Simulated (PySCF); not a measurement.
# HgI⁺: frontier orbitals

PBE at R = 2.613 Å; Hg def2-SVP with ECP60, I def2-SVP with ECP28; scalar-relativistic core potentials (PySCF 2.14). State: ¹Σ⁺ (singlet), closed shell. Only the outer orbitals are listed, counted within each symmetry, core potentials removing the inner ones.

```json
{"orbital": "7σ", "occ.": "2", "ε (eV)": "-18.66", "on Hg (%)": "87", "main shells (%)": "87 Hg d"}
{"orbital": "4π", "occ.": "2", "ε (eV)": "-18.41", "on Hg (%)": "99", "main shells (%)": "99 Hg d"}
{"orbital": "4π", "occ.": "2", "ε (eV)": "-18.41", "on Hg (%)": "99", "main shells (%)": "99 Hg d"}
{"orbital": "2δ", "occ.": "2", "ε (eV)": "-18.01", "on Hg (%)": "100", "main shells (%)": "100 Hg d"}
{"orbital": "2δ", "occ.": "2", "ε (eV)": "-18.01", "on Hg (%)": "100", "main shells (%)": "100 Hg d"}
{"orbital": "8σ", "occ.": "2", "ε (eV)": "-15.17", "on Hg (%)": "63", "main shells (%)": "56 Hg s, 35 I p"}
{"orbital": "5π", "occ.": "2", "ε (eV)": "-12.27", "on Hg (%)": "4", "main shells (%)": "96 I p"}
{"orbital": "5π", "occ.": "2", "ε (eV)": "-12.27", "on Hg (%)": "4", "main shells (%)": "96 I p"}
{"orbital": "9σ", "occ.": "0", "ε (eV)": "-11.60", "on Hg (%)": "52", "main shells (%)": "48 I p, 40 Hg s, 10 Hg p"}
{"orbital": "6π", "occ.": "0", "ε (eV)": "-6.40", "on Hg (%)": "96", "main shells (%)": "96 Hg p"}
{"orbital": "6π", "occ.": "0", "ε (eV)": "-6.40", "on Hg (%)": "96", "main shells (%)": "96 Hg p"}
```

Problem. Which are the highest filled and the lowest empty level, where do they sit, and how wide is the gap?

Solution. Highest filled 5π at -12.27 eV (in %: 96 I p); lowest empty 9σ at -11.60 eV (in %: 48 I p, 40 Hg s, 10 Hg p); the gap at PBE is 0.67 eV.

The bond order (Mayer) is 1.29, the ⟨S²⟩ is 0.000 and the charge on Hg (Mulliken, basis-dependent) is 0.70. The charge on Hg (Löwdin, basis-dependent) is 0.57, the dipole moment (positive dipole points towards I; it is taken about the centre of mass and depends on that origin) is -1.90 D and the polarisability along the bond is 80.9 bohr³. The polarisability across the bond is 32.8 bohr³.

Spin–orbit coupling is left out.
